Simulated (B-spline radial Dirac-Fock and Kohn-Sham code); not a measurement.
# Relativistic shifts of the levels of Dy¹⁸⁺

System: the Dy¹⁸⁺ ion, configuration [Kr] 4d10 4f2.

Both columns are ΔSCF binding energies of the configuration average from a radial finite-basis atomic code: non-relativistic Hartree-Fock with a point nucleus, and Dirac-Fock with a finite nucleus and the Coulomb interaction alone, averaged over the two j levels with weights 2j+1.

```
shell  Hartree-Fock (eV)  Dirac-Fock (eV)  shift (eV)  shift (%)
   1s            51071.4          54490.6    +3419.23      +6.69
   2s             8663.6           9549.0     +885.40     +10.22
   2p             8258.1           8543.0     +284.94      +3.45
   3s             2315.1           2526.4     +211.31      +9.13
   3p             2132.8           2208.6      +75.82      +3.55
   3d             1796.8           1782.3      -14.53      -0.81
   4s              806.7            862.4      +55.75      +6.91
   4p              730.7            750.7      +20.01      +2.74
   4d              593.0            590.6       -2.33      -0.39
   4f              433.8            427.9       -5.91      -1.36
```

Relativity binds 1s, 2s, 2p, 3s, 3p, 4s, 4p more strongly, among those listed most of all 2s in relative terms, and 3d, 4d, 4f more weakly, because the contracted s and p shells screen the nucleus better.

Values without a named source are computed, but for edge energies of neutral atoms, which are taken from tables.
